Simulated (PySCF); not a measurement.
NbOF3, SMILES [F][Nb]([F])(=[O])[F], multiplicity 1. Geometry: PBE-D3(BJ)/def2-SVP. The spin state was assumed, not searched. The def2 effective core potentials stand for the cores of Nb; spin–orbit coupling is left out.

Computed equilibrium geometry at PBE-D3(BJ)/def2-SVP (PySCF confirms it by a frequency run) as a Z-matrix, and its point group:
point group C3v.
```
Nb
O 1 1.7040
F 1 1.8714 2 107.39
F 1 1.8714 2 107.39 3 -120.00
F 1 1.8714 2 107.39 4 -120.00
```
